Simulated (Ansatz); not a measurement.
Reaction (formal hydrolysis of the Sn–Br bond): `[OH][Sn]([OH])([OH])[Br]` + H₂O → `[OH][Sn]([OH])([OH])[OH]` + HBr

Isolated molecules relaxed with PBE0-D4/def2-TZVP in Ansatz; ΔE leaves out vibrations. CCSD(T)/CBS is the MP2 limit (def2-TZVPP, def2-QZVPP) plus CCSD(T) − MP2 in def2-TZVPP, frozen cores. This one scheme is used for every species. Functionals use def2-TZVPP. HSE06 is defined as in plane-wave codes. Elements past krypton have def2 core potentials. For Br, Sn outer-core shells are correlated without core-valence functions, which leaves a few kJ/mol of doubt a bond. Scalar relativity is left out up to krypton. Each species was taken in one conformer, which may not be the lowest.

(1) Is it downhill or uphill in electronic energy at CCSD(T)/CBS, and by how much? (Estimate.)

(2) What do these levels give: revPBE-D4, r2SCAN0-D4, HSE06-D4, CAM-B3LYP, LC-ωPBE, MP2/CBS(def2)? (Estimate.)

(3) What do rigid-rotor, harmonic-oscillator terms from PBE0-D4/def2-TZVP frequencies (298.15 K, 1 bar) make of the CCSD(T)/CBS value? (An estimate is asked.)

Largest T1 diagnostic among the species: 0.015.

Results:

(1) Computed: Uphill: ΔE = +0.81 eV.

(2) Computed: revPBE-D4 0.79, r2SCAN0-D4 0.85, HSE06-D4 0.86, CAM-B3LYP 0.71, LC-ωPBE 0.73, MP2/CBS(def2) 0.85 eV.

(3) Ansatz gave: ΔZPE = -0.08 eV, ΔH = +0.72 eV, ΔS = -14 J/(mol·K), ΔG = +0.76 eV.

From PBE to PBE0 (25 % exact exchange), in def2-TZVPP and without D4, ΔE moves by +0.05 eV. In def2-TZVPP, CCSD(T) changes the Hartree–Fock value by −0.11 eV (the triples alone add −0.01 eV) and MP2 by −0.06 eV. At CCSD(T), def2-SVP lies −0.08 eV from the extrapolated value and def2-TZVPP −0.08 eV.
